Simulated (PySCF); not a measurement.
Isomers of C5H10O4S, mass 166.030 u with the commonest isotopes. Theory: PBE0/pcSseg-1 in PySCF (dipole) on a GFN2-xTB geometry, gas phase. One conformer each, none proved a minimum here; rigid rotors.

Question: Order these by rotational constant B, smallest first.
A. `[CH3:1][O:2][CH2:3][O:4][C@H:5]1[CH2:6][CH2:7][S:8]1(=[O:9])=[O:10]` with C1–O2–C3–O4 -70°, O2–C3–O4–C5 -67°, C3–O4–C5–C6 -177°, O4–C5–C6–C7 95°, C5–C6–C7–S8 17°, C6–C7–S8–O9 -127°, O4–C5–S8–C7 -98°
B. `[CH3:1][CH2:2][S:3](=[O:4])(=[O:5])[C@@H:6]([CH3:7])[C:8](=[O:9])[OH:10]` with C1–C2–S3–O4 -55°, C2–S3–C6–C7 -51°, S3–C6–C8–O9 -73°, C6–C8–O10–H -173°
C. `[CH3:1][CH2:2][S:3](=[O:4])(=[O:5])[C@H:6]([CH3:7])[O:8][CH:9]=[O:10]` with C1–C2–S3–O4 -72°, C2–S3–C6–C7 -173°, S3–C6–O8–C9 -87°, C6–O8–C9–O10 1°

Answer: A (728.7 MHz), B (911.9 MHz), C (1061 MHz).

Question: Order these by rotational constant A, largest first.
A. `[CH3:1][CH2:2][S:3](=[O:4])(=[O:5])[C@H:6]([CH3:7])[O:8][CH:9]=[O:10]` with C1–C2–S3–O4 -72°, C2–S3–C6–C7 -173°, S3–C6–O8–C9 -87°, C6–O8–C9–O10 1°
B. `[CH3:1][CH2:2][S:3](=[O:4])(=[O:5])[C@@H:6]([CH3:7])[C:8](=[O:9])[OH:10]` with C1–C2–S3–O4 -55°, C2–S3–C6–C7 -51°, S3–C6–C8–O9 -73°, C6–C8–O10–H -173°
C. `[CH3:1][O:2][CH2:3][O:4][C@H:5]1[CH2:6][CH2:7][S:8]1(=[O:9])=[O:10]` with C1–O2–C3–O4 -70°, O2–C3–O4–C5 -67°, C3–O4–C5–C6 -177°, O4–C5–C6–C7 95°, C5–C6–C7–S8 17°, C6–C7–S8–O9 -127°, O4–C5–S8–C7 -98°

Answer: C (2257 MHz), B (1696 MHz), A (1525 MHz).

Question: Order these by rotational constant C, largest first.
A. `[CH3:1][CH2:2][S:3](=[O:4])(=[O:5])[C@@H:6]([CH3:7])[C:8](=[O:9])[OH:10]` with C1–C2–S3–O4 -55°, C2–S3–C6–C7 -51°, S3–C6–C8–O9 -73°, C6–C8–O10–H -173°
B. `[CH3:1][O:2][CH2:3][O:4][C@H:5]1[CH2:6][CH2:7][S:8]1(=[O:9])=[O:10]` with C1–O2–C3–O4 -70°, O2–C3–O4–C5 -67°, C3–O4–C5–C6 -177°, O4–C5–C6–C7 95°, C5–C6–C7–S8 17°, C6–C7–S8–O9 -127°, O4–C5–S8–C7 -98°
C. `[CH3:1][CH2:2][S:3](=[O:4])(=[O:5])[C@H:6]([CH3:7])[O:8][CH:9]=[O:10]` with C1–C2–S3–O4 -72°, C2–S3–C6–C7 -173°, S3–C6–O8–C9 -87°, C6–O8–C9–O10 1°

Answer: A (869.5 MHz), C (757.1 MHz), B (656.4 MHz).

| SMILES | point group | Ia (u·Å²) | Ib (u·Å²) | Ic (u·Å²) | κ | μa (D) | μb (D) | μc (D) |
| --- | --- | --- | --- | --- | --- | --- | --- | --- |
| CCS(=O)(=O)[C@H](C)OC=O | C1 | 331.37 | 476.30 | 667.51 | -0.21 | 2.42 | 1.50 | 0.49 |
| CCS(=O)(=O)[C@@H](C)C(=O)O | C1 | 298.06 | 554.19 | 581.20 | -0.90 | 1.81 | 0.02 | 2.71 |
| COCO[C@H]1CCS1(=O)=O | C1 | 223.89 | 693.54 | 769.94 | -0.91 | 2.34 | 4.43 | 0.79 |
